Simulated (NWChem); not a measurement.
System: BeHOCl; SMILES [OH][Be][Cl]

```xyz
4

Be     0.0037     0.5854     0.0000
Cl     0.0073    -1.2321     0.0000
O      0.0605     1.9936     0.0000
H     -0.6233     2.6547     0.0000
```
Atoms are numbered in this order, from 1.

All runs: NWChem. Geometry: optimised at PBE0-D3(BJ)/def2-TZVP. Ions are spin-unrestricted doublets at the neutral geometry. Hybrids' shares of exact exchange are those that their runs print; pure functionals count as 0. The functionals differ in more than this share.

```csv
row,share of exact exchange,ΔSCF ionisation energy minus −ε(HOMO) (eV)
PBE/def2-TZVP,0.00,3.58
B3LYP/def2-TZVP,0.20,withheld
PBE0/def2-TZVP,0.25,2.46
BHandHLYP/def2-TZVP,0.50,1.35
```

Question: Fit a straight line of the last column on the one before it, predict the withheld value, and compare with the run.

Answer: 
1. Means of the 3 shown rows: x = 0.250, y = 2.463. Slope Σ(x − x̄)(y − ȳ)/Σ(x − x̄)² = -0.5575/0.1250 = -4.460; intercept 3.578.
2. The shown rows scatter about the line by 0.002 (root mean square); the largest residual is 0.00, at PBE0/def2-TZVP.
3. At x = 0.20 (B3LYP/def2-TZVP; inside the shown range) the line gives 2.69.
4. The run gives 2.71, +0.02 from the line. The line crosses zero at a share of 0.80, outside the shown range.
